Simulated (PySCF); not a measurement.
trichloro(chlorosilyl)silane (Cl4H2Si2), SMILES Cl[SiH2][Si](Cl)(Cl)Cl.

Coordinates come from a r2SCAN-D4/def2-SVP optimisation. The values are those of a single conformer.

Computed with r2SCAN/def2-TZVP in PySCF.

**Question.** Estimate the frontier levels, gap, dipole moment and polarisability. (The exact figures need the calculation; the answer reports its results.)

**Answer.** 
```yaml
highest_occupied_level: -7.63 eV
lowest_empty_level: -1.83 eV
orbital_gap: 5.80 eV
dipole_moment: 1.28 D
quadrupole, principal values (traceless, Buckingham form, about the centre of nuclear charge): -4.19, 0.40, 3.78 D·Å
mean_static_polarisability: 98.4 bohr³ (14.58 Å³)
polarisability_principal_values: 90.9, 95.2, 109.0 bohr³
```
